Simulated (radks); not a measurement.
Results of a calculation; reference values are marked as such.
Fractional charge and spin in the 6s shell of lutetium: the spin-up occupation runs from 0 to 1 and the spin-down occupation from 0 to 1; the fullest corner is Lu+, [Xe] 4f14 6s(up 1, down 1). Code: a radial shooting solver on a logarithmic mesh with Libxc functionals. Model: scalar-relativistic Kohn-Sham, PBE, spin-polarised, spherical densities, point nucleus. Energy (eV) minus the two flat planes that join the four corners (they meet along the diagonal where the two added fractions sum to one electron); zero is where a piecewise linear energy would lie.

down \ up       0    0.25     0.5    0.75       1
0           0.000  -0.630  -0.835  -0.622   0.000
0.25       -0.630  -0.772  -0.505   0.170  -0.570
0.5        -0.835  -0.505   0.224  -0.462  -0.758
0.75       -0.622   0.170  -0.462  -0.705  -0.566
1           0.000  -0.570  -0.758  -0.566   0.000

Corners above the fullest one (they belong to Lu2+ and the next ion): (up 1, down 0) 14.047 eV, (up 0, down 1) 14.047 eV, (up 0, down 0) 35.345 eV. With half an added electron in each spin the energy lies 0.224 eV from the planes (fractional-spin error, the static-correlation error of a stretched bond), and with half an added electron in spin up alone -0.835 eV (fractional-charge error). For a frontier s shell over closed shells the exact functional lies on the planes.
